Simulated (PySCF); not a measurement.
# Distorted geometries of ReO2Cl3

ReO2Cl3 (singlet). PySCF 2.14.0, RKS r2SCAN, Re def2-SVP with ECP60, O def2-SVP, Cl def2-SVP; non-relativistic Hamiltonian with scalar-relativistic core potentials where named; density fitting; no spin-orbit coupling. Relaxed geometry:

```xyz
6

Re    0.1368   -0.1735    0.0000
O     0.6298   -1.0080    1.3884
O     0.6298   -1.0080   -1.3884
Cl    1.9760    1.2353    0.0000
Cl   -1.0482    1.8366    0.0000
Cl   -1.9854   -1.0999    0.0000
```

Order these distorted geometries by energy above the relaxed one, lowest first.
A.
```xyz
6

Re    0.1551   -0.2375   -0.1705
O     0.6815   -1.0943    1.4443
O     0.5365   -0.9942   -1.3940
Cl    2.1918    1.0932   -0.1924
Cl   -0.9932    2.0878    0.1399
Cl   -2.2328   -1.0726    0.1727
```
B.
```xyz
6

Re    0.1240   -0.2002   -0.0362
O     0.6970   -0.9386    1.3568
O     0.4771   -0.9018   -1.3158
Cl    1.9616    1.3259   -0.0138
Cl   -1.0212    1.6360   -0.0256
Cl   -1.8996   -1.1390    0.0346
```
C.
```xyz
6

Re    0.1373   -0.1262    0.0627
O     0.6477   -1.1093    1.4229
O     0.6613   -0.9123   -1.5364
Cl    1.9491    1.0371    0.0213
Cl   -1.1567    1.8573    0.0163
Cl   -1.8997   -0.9643    0.0131
```

C (1.19 eV), B (1.99 eV), A (3.48 eV).

Which forces (eV/Å) act in the one that lies 3.48 eV up?


```
Re   -4.68   9.61  22.68
O    -1.56   2.39  -5.70
O     4.41  -9.80 -15.47
Cl   -1.45  -0.76  -0.16
Cl    1.06  -2.20  -0.65
Cl    2.23   0.76  -0.70
```
Forces carry noise of the integration grid, about 0.01 to 0.03 eV/Å.

No frequency check is given that shows the relaxed geometry to be a minimum.
